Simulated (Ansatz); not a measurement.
Energy landscape of H3Si (cation, charge +1), singlet: map of symmetric stretch and umbrella angle. Scanned: Si-H bond length and angle between the Si-H bonds and the threefold axis (90 = planar).

Cartesian coordinates as functions of the variables (Å; names that start with a are angles):
```
Si  0  0  0
H  r*sin(a)*cos(0*2*pi/3+0)  r*sin(a)*sin(0*2*pi/3+0)  0+r*cos(a)
H  r*sin(a)*cos(1*2*pi/3+0)  r*sin(a)*sin(1*2*pi/3+0)  0+r*cos(a)
H  r*sin(a)*cos(2*2*pi/3+0)  r*sin(a)*sin(2*2*pi/3+0)  0+r*cos(a)
```

Level of theory: CCSDT(Q) on RHF/cc-pVDZ, frozen core in Ansatz (an electronic-structure program).

Energy in eV above the lowest grid point; x is the Si-H bond length (Å), y the angle between the Si-H bonds and the threefold axis (90 = planar) (°).

| y \ x | 1.28 | 1.33 | 1.43 | 1.50 | 1.53 | 1.60 | 1.69 | 1.75 | 1.82 |
|---|---|---|---|---|---|---|---|---|---|
| 130 | 6.117 | 5.248 | 4.247 | 3.977 | 3.942 | 4.002 | 4.293 | 4.572 | 4.946 |
| 126.02 | 5.195 | 4.351 | 3.406 | 3.179 | 3.163 | 3.270 | 3.624 | 3.948 | 4.376 |
| 122.99 | 4.570 | 3.745 | 2.839 | 2.642 | 2.638 | 2.777 | 3.173 | 3.526 | 3.989 |
| 117.39 | 3.582 | 2.788 | 1.946 | 1.796 | 1.813 | 2.001 | 2.463 | 2.861 | 3.377 |
| 114.23 | 3.117 | 2.336 | 1.525 | 1.397 | 1.424 | 1.635 | 2.128 | 2.547 | 3.088 |
| 110.44 | 2.641 | 1.875 | 1.095 | 0.989 | 1.026 | 1.261 | 1.785 | 2.224 | 2.791 |
| 105.57 | 2.156 | 1.405 | 0.655 | 0.571 | 0.618 | 0.877 | 1.433 | 1.894 | 2.486 |
| 101.12 | 1.832 | 1.090 | 0.359 | 0.290 | 0.344 | 0.619 | 1.197 | 1.673 | 2.282 |
| 97.52 | 1.651 | 0.913 | 0.193 | 0.133 | 0.190 | 0.474 | 1.064 | 1.548 | 2.167 |
| 93.83 | 1.538 | 0.803 | 0.090 | 0.034 | 0.094 | 0.384 | 0.981 | 1.471 | 2.095 |
| 90 | 1.499 | 0.765 | 0.053 | 0.000 | 0.061 | 0.352 | 0.952 | 1.444 | 2.070 |

Points that lie below all their neighbours on the grid: x = 1.50, y = 90 on the edge of the grid (0.000 eV).
